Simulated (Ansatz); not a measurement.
H9NOSi3 can be A, `O[SiH2]N[SiH2][SiH3]`, or B, `N[SiH2]O[SiH2][SiH3]`.

Isolated molecules relaxed with PBE0-D4/def2-TZVP in Ansatz; ΔE leaves out vibrations. CCSD(T)/CBS adds triple-zeta CCSD(T) − MP2 to the extrapolated MP2 energy (def2 sets, frozen cores). Functionals use def2-TZVPP. B3LYP here is the variant with VWN-RPA as its local correlation; programs differ in this. One conformer a species, not always the lowest.

(1) Which is lower in electronic energy at CCSD(T)/CBS, and by how much? (Best estimate.)

(2) Give E(B) − E(A) in kJ/mol with CCSD/def2-TZVPP, B2PLYP, CCSD(T)/def2-TZVPP, PBE0-D4, MP2/def2-TZVPP, HF/def2-TZVPP, B3LYP. (Estimate.)

Largest T1 diagnostic: 0.012.

Results:

(1) The calculation gave: B, by 48.7 kJ/mol.

(2) The calculation gave: CCSD/def2-TZVPP -50.4, B2PLYP -52.6, CCSD(T)/def2-TZVPP -48.3, PBE0-D4 -46.7, MP2/def2-TZVPP -47.9, HF/def2-TZVPP -62.4, B3LYP -54.1. None reverses the order clearly.

In def2-TZVPP, CCSD(T) changes the Hartree–Fock value by +14.1 kJ/mol (the triples alone add +2.0 kJ/mol) and MP2 by +14.6 kJ/mol.
